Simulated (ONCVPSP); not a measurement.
# Cr (Z = 24): ONCV pseudisation with PBE, fully relativistic reference atom.

chromium, optimised norm-conserving Vanderbilt (ONCV), made with ONCVPSP 4.0.1 (PBE, fully relativistic). Core [Ne], reference 3s2 3p6 3d5 4s1. Waves: 3s+4s: rc 1.60 bohr, ncon 4, nbas 7, qcut 6.9 1/bohr, 2 projectors; 3p: rc 0.85 bohr, ncon 5, nbas 8, qcut 9.3 1/bohr, 2 projectors, debl 2.1 Ha; 3d: rc 1.80 bohr, ncon 5, nbas 10, qcut 8.9 1/bohr, 2 projectors, debl 2.2 Ha. Local part: polynomial inside 0.80 bohr (lpopt 5, dvloc0 0 Ha). Core correction: none.

Open shells are filled in proportion to 2j + 1.

* Cutoffs needed: 53 Ha and 182 Ha (the cutoffs (Ha) at which the residual kinetic energy of the hardest occupied pseudo-wave falls to 1 and 0.1 mHa per electron)
* Ghost test: no bound ghost flagged; no localised positive-energy state flagged
* Configuration tests: 2 of 4 tests not solved or not reliable
